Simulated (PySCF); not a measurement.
**How methods differ on the ionisation energy of In⁺**

In⁺ [Kr] 4d10 5s2 (1S) → In²⁺ [Kr] 4d10 5s1 (2S), as a difference of total energies. All numbers are calculated (PySCF 2.14, scalar relativity through the core potential, in def2-TZVPPD with the def2 core potential (28 electrons) (7s5p4d2f, 56 functions)). Correlated levels: valence: 4s2 4p6 4d10 frozen. The calculations carry no spin-orbit coupling.

```csv
method,ionisation energy (eV)
UHF,17.010
MP2 (valence),17.649
SCS-MP2 (valence),17.777
CCSD (valence),17.906
```

Errors of the correlated levels include the incompleteness of this basis and the frozen core.

With two correlated electrons CCSD is exact in that space.

Task: Which method comes closest to the reference value, and which is furthest?

Result: The reference is 18.870 eV (measured; NIST Atomic Spectra Database, ionization energies). Closest: CCSD (valence) (error -0.964 eV); furthest: UHF (error -1.860 eV).
